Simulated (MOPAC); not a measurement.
Input file for MOPAC: PM6 on OsCl, 2S+1 = 6, a spin state set in the input, which need not be the lowest, a point of a bond scan (R = 2.525 Å).

```
PM6 1SCF PRECISE CHARGE=0 UHF MS=2.5 THREADS=1
ClOs

Os     0.00000000 1     0.00000000 1     0.00000000 1
Cl     0.00000000 1     0.00000000 1     2.52488400 1
```

The log:

```
*******************************************************************************
 **                                                                           **
 **                              MOPAC v23.2.5                                **
 **                                                                           **
 *******************************************************************************
 ** MOPAC's Digital Object Identifier: https://doi.org/10.5281/zenodo.6511958 **
 **                                                                           **
 ** Please cite the open-source release paper for use of this MOPAC version:  **
 ** J. E. Moussa and J. J. P. Stewart (2026)                                  **
 ** MOPAC: An open-source semiempirical molecular orbital program             **
 ** J. Open Source Softw., 11(119), 8025, https://doi.org/10.21105/joss.08025 **
 *******************************************************************************

                              PM6 CALCULATION RESULTS

 *******************************************************************************
 *  PM6        - The PM6 Hamiltonian to be used
 *  UHF        - UNRESTRICTED HARTREE-FOCK CALCULATION
 *
 *
 *
 *                 CHARGE ON SYSTEM = 0
 *
 *
 *
 *  MS=        - IN MECI, MAGNETIC COMPONENT OF SPIN =  2.5
 *  PRECISE    - TIGHTER CRITERIA TO BE USED
 *  1SCF       - DO 1 SCF AND THEN STOP
 *  THREADS=1  - MULTI-THREADING NOT USED
 *  T=         - A TIME OF 172800.0 SECONDS REQUESTED
 *  DUMP=N     - RESTART FILE WRITTEN EVERY 7200.0 SECONDS REQUESTED
 *******************************************************************************
PM6 1SCF PRECISE CHARGE=0 UHF MS=2.5 THREADS=1
 ClOs

   ATOM   CHEMICAL          X               Y               Z
  NUMBER   SYMBOL      (ANGSTROMS)     (ANGSTROMS)     (ANGSTROMS)

     1      Os          0.00000000  *   0.00000000  *   0.00000000  *
     2      Cl          0.00000000  *   0.00000000  *   2.52488400  *



          CARTESIAN COORDINATES

    NO.       ATOM           X           Y           Z

     1        Os          0.0000      0.0000      0.0000
     2        Cl          0.0000      0.0000      2.5249

 General Reference for PM6:
 "Optimization of Parameters for Semiempirical Methods V: Modification of NDDO Approximations
 and Application to 70 Elements", J. J. P. Stewart, J. Mol. Mod., 13, 1173-1213 (2007)
 URL: https://link.springer.com/article/10.1007/s00894-007-0233-4

           Empirical Formula: Os Cl  =     2 atoms



      MOLECULAR POINT GROUP   :   C*v


          UHF CALCULATION, NO. OF ALPHA ELECTRONS =   10
                           NO. OF BETA  ELECTRONS =    5

 -------------------------------------------------------------------------------
 PM6 1SCF PRECISE CHARGE=0 UHF MS=2.5 THREADS=1
 ClOs



     1SCF WAS SPECIFIED, SO BFGS WAS NOT USED
     SCF FIELD WAS ACHIEVED


                              PM6 CALCULATION
                                                       MOPAC v23.2.5 Linux




          FINAL HEAT OF FORMATION =        120.46112 KCAL/MOL =     504.00932 KJ/MOL


          COSMO AREA              =        104.95 SQUARE ANGSTROMS
          COSMO VOLUME            =         94.15 CUBIC ANGSTROMS

          IONIZATION POTENTIAL    =          8.296371 EV
          ALPHA SOMO LUMO (EV)    =         -9.928 -2.445
          BETA  SOMO LUMO (EV)    =         -8.296 -2.239
          NO. OF ALPHA ELECTRONS  =         10
          NO. OF BETA  ELECTRONS  =          5
          MOLECULAR WEIGHT        =        225.6530         POINT GROUP:  C*v

          MOLECULAR DIMENSIONS (Angstroms)

            Atom       Atom       Distance
           Cl     2   Os     1     2.52488
           Cl     2   Os     1     0.00000
           Os     1   Cl     2     0.00000


          SCF CALCULATIONS        =          1





   ATOM   CHEMICAL          X               Y               Z
  NUMBER   SYMBOL      (ANGSTROMS)     (ANGSTROMS)     (ANGSTROMS)

     1      Os          0.00000000  *   0.00000000  *   0.00000000  *
     2      Cl          0.00000000  *   0.00000000  *   2.52488400  *

                             CARTESIAN COORDINATES

   1   Os        0.000000000     0.000000000     0.000000000
   2   Cl        0.000000000     0.000000000     2.524884000


           Empirical Formula: Os Cl  =     2 atoms



      MOLECULAR POINT GROUP   :   C*v


          ALPHA EIGENVALUES
 -25.36236 -14.25509 -12.15967 -12.15967 -10.85874 -10.35597 -10.27824 -10.22295
 -10.22295  -9.92829  -2.44498  -2.44498  -1.68252  89.40993  89.46773  89.46773
  89.77723  89.77723


           BETA EIGENVALUES
 -25.98410 -13.10047 -11.50516 -11.50516  -8.29637  -2.23854  -0.86583  -0.86583
  -0.47695  -0.27847   1.91737   1.91737   2.23145  89.24380  89.31710  89.31710
  89.74843  89.74843


              NET ATOMIC CHARGES AND DIPOLE CONTRIBUTIONS

  ATOM NO.   TYPE          CHARGE      No. of ELECS.   s-Pop       p-Pop       d-Pop
    1         Os           0.206308        7.7937     1.01610     0.74109     6.03650
    2         Cl          -0.206308        7.2063     1.99781     5.20762     0.00087
 DIPOLE           X         Y         Z       TOTAL
 POINT-CHG.     0.000     0.000    -2.502     2.502
 HYBRID         0.000     0.000     2.523     2.523
 SUM            0.000     0.000     0.021     0.021


          ATOMIC ORBITAL ELECTRON POPULATIONS

     Atom    s        px        py        pz      x^2-y^2     xz        z^2       yz        xy
    1 Os   1.01610   0.08194   0.08194   0.57720   2.00000   1.02107   0.99435   1.02107   1.00000
    2 Cl   1.99781   1.89697   1.89697   1.41368   0.00000   0.00001   0.00085   0.00001   0.00000


                    (SZ)    =    2.500000
                    (S**2)  =    8.793589


          ATOMIC ORBITAL SPIN POPULATIONS

    Atom   Total    s     px     py     pz   x^2-y^2  xz     z^2    yz     xy
         Atomic
    1 Os  5.1273  0.787  0.046  0.046  0.437  0.000  0.958  0.895  0.958  1.000
    2 Cl -0.1273  0.001 -0.004 -0.004 -0.121 -0.000  0.000  0.001  0.000  0.000

 **********************
 *                    *
 * JOB ENDED NORMALLY *
 *                    *
 **********************




 == MOPAC DONE ==
```

The run finished.

Cost: around 0.04 core-seconds (rough).
